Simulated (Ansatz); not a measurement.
Program: Ansatz. Geometries: PBE0-D4/def2-TZVP. ΔE: electronic, gas phase. CBS: MP2 limit from def2 TZ/QZ plus the TZ coupled-cluster correction, frozen cores. This one scheme is used for every species. Functionals use def2-TZVPP. HSE06 is defined as in plane-wave codes. Each species was taken in one conformer, which may not be the lowest.

`CC[Si](F)(F)Cl` + CH₃SH → `CS[Si](F)(F)Cl` + `CC`  (ligand exchange at the Si–C bond)

| level | ΔE (kJ/mol) |
| --- | --- |
| BLYP-D4 | -54.6 |
| B97M-V | -56.8 |
| CAM-B3LYP-D4 | -49.5 |
| HSE06 | -52.6 |
| BHLYP | -49.7 |
| MP2/def2-SVP | -50.0 |
| SCS-MP2/def2-QZVPP | -52.5 |
| CCSD/CBS(def2) | -49.8 |

(1) What does CCSD(T)/CBS give? (An estimate is asked.)

Largest T1 diagnostic among the species: 0.011.

Results:

(1) Ansatz gave: -51.5 kJ/mol. The listed levels differ from it by -3.1, -5.3, 2.0, -1.1, 1.8, 1.5, -1.0, 1.7 kJ/mol.

At CCSD(T), def2-SVP lies +4.6 kJ/mol from the extrapolated value and def2-TZVPP +3.1 kJ/mol. Leaving LDA and LC-ωPBE aside and taking each functional with its dispersion term where it has one, the values, not all of them listed here, spread over 7.4 kJ/mol, from revPBE-D4 to CAM-B3LYP-D4. LDA lies +3.4 kJ/mol from PBE without D4.
